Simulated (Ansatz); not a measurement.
# Nudged elastic band run: BClFH$_{4}$N

Input file:

```yaml
crystal:
  periodic: [false, false, false]
  atoms:
    - { symbol: B, position_ang: [0.015594, -0.553122, 0.293541] }
    - { symbol: "N", position_ang: [0.029647, -0.602205, 1.678597] }
    - { symbol: H, position_ang: [-0.769505, -0.845627, 2.223539] }
    - { symbol: H, position_ang: [0.855256, -0.395586, 2.202503] }
    - { symbol: F, position_ang: [1.101637, -0.22965, -0.377987] }
    - { symbol: Cl, position_ang: [-1.45503, -0.928231, -0.632189] }
    - { symbol: H, position_ang: [-0.533043, 3.144901, 0.460801] }
    - { symbol: H, position_ang: [-0.502656, 2.863319, 1.151594] }
basis:
  gaussian: { orbitals: def2-SVP }
hamiltonian:
  xc: hf
neb:
  order_check: false
  images: 5
  f_tol: 0.05
  max_iterations: 60
  final_atoms:
    - { symbol: B, position_ang: [-0.11457004, 0.43431771, 0.05365941] }
    - { symbol: "N", position_ang: [-0.12037226, 0.31776749, 1.72513015] }
    - { symbol: H, position_ang: [-0.84248474, -0.31288997, 2.03661802] }
    - { symbol: H, position_ang: [0.77367848, -0.04630268, 2.01997469] }
    - { symbol: F, position_ang: [1.12830481, -0.01149174, -0.29020224] }
    - { symbol: Cl, position_ang: [-1.4726618, -0.72512418, -0.49330359] }
    - { symbol: H, position_ang: [-0.34814554, 1.58433817, -0.21600423] }
    - { symbol: H, position_ang: [-0.26184891, 1.21318421, 2.16452679] }
  initial_path:
    images:
      - { positions_ang: [[0.015594, -0.553122, 0.293541], [0.029647, -0.602205, 1.678597], [-0.769505, -0.845627, 2.223539], [0.855256, -0.395586, 2.202503], [1.101637, -0.22965, -0.377987], [-1.45503, -0.928231, -0.632189], [-0.533043, 3.144901, 0.460801], [-0.502656, 2.863319, 1.151594]] }
      - { positions_ang: [[0.01074913, -0.37412545, 0.197699], [0.02036986, -0.39460564, 1.75428463], [-0.80424252, -0.64522834, 2.29610305], [0.86276088, -0.16168862, 2.27829883], [1.11571951, -0.16098237, -0.47013068], [-1.50671788, -0.63265266, -0.72913504], [-0.50150637, 2.54213225, 0.45717593], [-0.45523261, 2.28094982, 1.21610329]] }
      - { positions_ang: [[0.00590425, -0.1951289, 0.101857], [0.01109273, -0.18700627, 1.82997225], [-0.83898005, -0.44482968, 2.3686671], [0.87026577, 0.07220875, 2.35409466], [1.12980203, -0.09231474, -0.56227436], [-1.55840576, -0.33707431, -0.82608109], [-0.46996975, 1.93936351, 0.45355086], [-0.40780922, 1.69858065, 1.28061258]] }
      - { positions_ang: [[0.00105938, -0.01613235, 0.006015], [0.00181559, 0.02059309, 1.90565988], [-0.87371757, -0.24443102, 2.44123115], [0.87777065, 0.30610613, 2.42989049], [1.14388454, -0.02364711, -0.65441804], [-1.61009363, -0.04149597, -0.92302713], [-0.43843312, 1.33659476, 0.44992578], [-0.36038584, 1.11621147, 1.34512187]] }
      - { positions_ang: [[-0.03748376, 0.13401767, 0.02189647], [-0.03891369, 0.11965122, 1.8454833], [-0.86330663, -0.26725067, 2.30636011], [0.84307326, 0.18863652, 2.29325189], [1.1386913, -0.01959532, -0.53301277], [-1.56428302, -0.26937204, -0.77978595], [-0.40833726, 1.4191759, 0.22794911], [-0.3275402, 1.14853572, 1.61825684]] }
      - { positions_ang: [[-0.0760269, 0.28416769, 0.03777794], [-0.07964297, 0.21870935, 1.78530673], [-0.85289568, -0.29007032, 2.17148907], [0.80837587, 0.07116692, 2.15661329], [1.13349805, -0.01554353, -0.41160751], [-1.51847241, -0.49724811, -0.63654477], [-0.3782414, 1.50175703, 0.00597244], [-0.29469455, 1.18085996, 1.89139181]] }
      - { positions_ang: [[-0.11457004, 0.43431771, 0.05365941], [-0.12037226, 0.31776749, 1.72513015], [-0.84248474, -0.31288997, 2.03661802], [0.77367848, -0.04630268, 2.01997469], [1.12830481, -0.01149174, -0.29020224], [-1.4726618, -0.72512418, -0.49330359], [-0.34814554, 1.58433817, -0.21600423], [-0.26184891, 1.21318421, 2.16452679]] }
```

Run as:

```bash
$ ansatz run input.yaml --threads 1 --pin off --max-ram 2048MiB --backend cpu --events-out ev --progress --plain --runs-dir out
```

Output, in part (warnings, iteration lines, the closing report on the highest movable image, with atoms numbered from 0):

```
NEB end point (image 0): max|allowed force component| = 1.793e-2 eV/Å (the criterion of neb.relax_end_points is 1.000e-2)
NEB end point (image 6): max|allowed force component| = 5.797e-3 eV/Å (the criterion of neb.relax_end_points is 1.000e-2)
NEB iter   1: max|band force component| = 4.704e0 eV/Å  barrier→ = 5.2139 eV  barrier← = 5.0613 eV  Δτ_max = 0.2000 Å  (251 SCF iters)
NEB iter   2: max|band force component| = 2.796e0 eV/Å  barrier→ = 3.6426 eV  barrier← = 3.4900 eV  Δτ_max = 0.2000 Å  (170 SCF iters)
NEB iter   3: max|band force component| = 3.934e0 eV/Å  barrier→ = 2.5242 eV  barrier← = 2.3716 eV  Δτ_max = 0.0999 Å  (175 SCF iters)
NEB iter   4: max|band force component| = 1.769e0 eV/Å  barrier→ = 2.0334 eV  barrier← = 1.8808 eV  Δτ_max = 0.2000 Å  (172 SCF iters)
NEB iter   5: max|band force component| = 5.258e0 eV/Å  barrier→ = 2.9272 eV  barrier← = 2.7746 eV  Δτ_max = 0.0990 Å  (168 SCF iters)
NEB iter   6: max|band force component| = 2.715e0 eV/Å  barrier→ = 2.6999 eV  barrier← = 2.5473 eV  Δτ_max = 0.0989 Å  (160 SCF iters)
NEB iter   7: max|band force component| = 8.161e-1 eV/Å  barrier→ = 2.5224 eV  barrier← = 2.3698 eV  Δτ_max = 0.0749 Å  (178 SCF iters)
NEB iter   8: max|band force component| = 5.400e-1 eV/Å  barrier→ = 2.4135 eV  barrier← = 2.2609 eV  Δτ_max = 0.0554 Å  (171 SCF iters)
NEB iter   9: max|band force component| = 1.161e0 eV/Å  barrier→ = 2.4010 eV  barrier← = 2.2484 eV  CI = image 4  Δτ_max = 0.0986 Å  (172 SCF iters)
NEB iter  10: max|band force component| = 4.479e-1 eV/Å  barrier→ = 2.4847 eV  barrier← = 2.3321 eV  CI = image 4  Δτ_max = 0.0303 Å  (169 SCF iters)
NEB iter  11: max|band force component| = 2.294e-1 eV/Å  barrier→ = 2.4842 eV  barrier← = 2.3316 eV  CI = image 4  Δτ_max = 0.0111 Å  (182 SCF iters)
NEB iter  12: max|band force component| = 1.245e-1 eV/Å  barrier→ = 2.4819 eV  barrier← = 2.3293 eV  CI = image 4  Δτ_max = 0.0181 Å  (150 SCF iters)
NEB iter  13: max|band force component| = 7.261e-2 eV/Å  barrier→ = 2.4801 eV  barrier← = 2.3275 eV  CI = image 4  Δτ_max = 0.0225 Å  (157 SCF iters)
NEB iter  14: max|band force component| = 6.398e-2 eV/Å  barrier→ = 2.4790 eV  barrier← = 2.3264 eV  CI = image 4  Δτ_max = 0.0124 Å  (160 SCF iters)
NEB iter  15: max|band force component| = 5.871e-2 eV/Å  barrier→ = 2.4785 eV  barrier← = 2.3259 eV  CI = image 4  Δτ_max = 0.0094 Å  (150 SCF iters)
NEB iter  16: max|band force component| = 2.553e-2 eV/Å  barrier→ = 2.4782 eV  barrier← = 2.3256 eV  CI = image 4  Δτ_max = 0.0000 Å  (327 SCF iters)
Total energy: -17419.45711750 eV, -640.1532417360 hartree
Atom 0 at    -0.099084     0.247269     0.247235 Å, force     0.012688     0.001607     0.012335 eV/Å
Atom 1 at    -0.089950     0.129276     1.786783 Å, force    -0.019769    -0.000195    -0.001788 eV/Å
Atom 2 at    -0.843184    -0.370096     2.222725 Å, force     0.011128    -0.000073    -0.000092 eV/Å
Atom 3 at     0.802976    -0.080717     2.196376 Å, force     0.002945     0.000538    -0.001110 eV/Å
Atom 4 at     1.098955     0.049801    -0.316693 Å, force    -0.001382    -0.002479    -0.003724 eV/Å
Atom 5 at    -1.547564    -0.479131    -0.564572 Å, force    -0.006341    -0.002034    -0.006636 eV/Å
Atom 6 at    -0.311804     1.636459     0.237112 Å, force    -0.000274    -0.000141    -0.003170 eV/Å
Atom 7 at    -0.268445     1.320937     1.191433 Å, force     0.001005     0.002777     0.004185 eV/Å
Dipole moment:     0.053913     0.138682     0.785858 e Å
```

It converged. Neighbouring images differ by up to 1.8 eV, so the band resolves the path poorly. A vibrational analysis at the climbing image gives one clearly imaginary mode, 1882i cm⁻¹: a first-order saddle point. The orbitals stay closed-shell, which can raise the energy where a bond breaks towards radicals; this wasn't checked here.

Final band (atoms are numbered from 1 in the order of the input):

```tsv
image	path coordinate (Å)	energy (eV)	H7–H8 (Å)	B1–H7 (Å)	N2–H8 (Å)
0	0.00	0.00	0.75	3.74	3.55
1	0.68	0.01	0.75	3.16	3.12
2	1.36	0.12	0.74	2.62	2.60
3	2.04	0.76	0.75	2.02	2.00
4	2.72	2.48	1.01	1.41	1.34
5	3.33	0.70	1.69	1.23	1.01
6	3.94	0.15	2.41	1.20	1.01
```

Run time: 79 s on 1 thread of Arm Neoverse V2, on a shared host, peak memory 0.14 GiB.
